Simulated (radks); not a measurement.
The numbers below are computed, except where a source is named.
Ni, configuration [Ar] 3d8 4s2. Level of theory: scalar-relativistic Kohn-Sham, r2SCAN, spin-polarised, spherical densities, finite nucleus; open shells are filled with parallel spins first; meta-GGA in the generalised Kohn-Sham scheme; Fermi nuclear charge, rms radius 3.7757 fm (a radial shooting solver on a logarithmic mesh with Libxc functionals). Some entries of the table are withheld. Estimate them.

orbital  occ.  eigenvalue (Ry)  <1/r> (bohr^-1)
1s down     1        -605.5294            28.09
1s up       1        -605.5290            28.09
2s up       1        -72.94979            6.085
2s down     1        -72.84293            6.091
2p up       3        -62.63030            5.956
2p down     3        -62.54933            5.961
3s up       1         -8.54160              (1)
3s down     1         -8.32437              (2)
3p up       3         -5.51502            1.771
3p down     3         -5.29989            1.763
3d up       5         -0.75507              (3)
3d down     3         -0.56062              (4)
4s up       1         -0.44358           0.4711
4s down     1         -0.41911           0.4525

Answer. 
(1) 3s up <1/r> (bohr^-1): 1.920
(2) 3s down <1/r> (bohr^-1): 1.913
(3) 3d up <1/r> (bohr^-1): 1.377
(4) 3d down <1/r> (bohr^-1): 1.339
